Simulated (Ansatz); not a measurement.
CH3AlO, SMILES `O[C][AlH2]` (singlet; the order of the spin states depends on the level) (charge 0, multiplicity 1). This singlet lies 0.09 eV below the relaxed triplet at the level frozen-core CCSD(T)/cc-pVTZ // PBE0-D3(BJ)/def2-TZVP (Ansatz, a quantum-chemistry and plane-wave program); other levels give the other order.

Z-matrix (Å, degrees):
```
C
O 1 1.2681
H 2 0.9786 1 112.36
Al 1 1.8532 2 159.88 3 179.80
H 4 1.5809 1 114.55 2 97.10
H 4 1.5809 5 129.23 1 -163.73
```
Charge 0, spin multiplicity 1.

Frozen-core energies in cc-pVDZ from Ansatz at a geometry from PBE0-D3(BJ)/def2-TZVP; the HF reference has <S^2> = 0.00 (restricted, and unstable towards unrestricted orbitals) and the T1 diagnostic is 0.025.

```csv
level,energy (Ha)
HF,-356.27421
MP2,-356.64100
CCSD,-356.67769
```

**Question.** Estimate the energies of CCSD(T), CCSDT and CCSDT(Q), and give each level's difference from CCSDT(Q).

**Answer.** 
| level | energy (Ha) | difference from CCSDT(Q) (mHa) |
|---|---|---|
| MP2 | -356.64100 | 51.68 |
| CCSD | -356.67769 | 14.99 |
| CCSD(T) | -356.69020 | 2.49 |
| CCSDT | -356.69143 | 1.25 |
| CCSDT(Q) | -356.69268 | 0.00 |
